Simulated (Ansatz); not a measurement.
`C#CC1[SiH2]S1` + `[CH3][GaH2]` → `C#[C][GaH][CH3]` + `C1[SiH2]S1`  (formal exchange of groups at a C–C bond)

Isolated molecules relaxed with PBE0-D4/def2-TZVP in Ansatz; ΔE leaves out vibrations. CCSD(T)/CBS adds triple-zeta CCSD(T) − MP2 to the extrapolated MP2 energy (def2 sets, frozen cores). Functionals use def2-TZVPP. B3LYP here is the variant with VWN-RPA as its local correlation; programs differ in this. For Ga outer-core shells are correlated without core-valence functions, which leaves a few kJ/mol of doubt a bond. Scalar relativity is left out up to krypton.

Question: Is it downhill or uphill in electronic energy at CCSD(T)/CBS, and by how much? (Estimate.)

Answer: Computed: Downhill: ΔE = -0.72 eV.

Question: What do these levels give: B3LYP-D4, PBE-QIDH, RPA@PBE/def2-TZVPP, MP2/def2-SVP, CCSD(T)/def2-SVP, HF/def2-QZVPP? (An estimate is asked.)

Answer: Computed: B3LYP-D4 -0.58, PBE-QIDH -0.65, RPA@PBE/def2-TZVPP -0.74, MP2/def2-SVP -0.55, CCSD(T)/def2-SVP -0.57, HF/def2-QZVPP -0.74 eV.

Largest T1 diagnostic among the species: 0.013.

From BLYP to BHLYP (50 % exact exchange), in def2-TZVPP and without D4, ΔE moves by −0.06 eV. Leaving LDA and LC-ωPBE aside and taking each functional with its dispersion term where it has one, the values, not all of them listed here, spread over 0.15 eV, from B2PLYP to revPBE-D4. LDA lies +0.13 eV from PBE without D4.
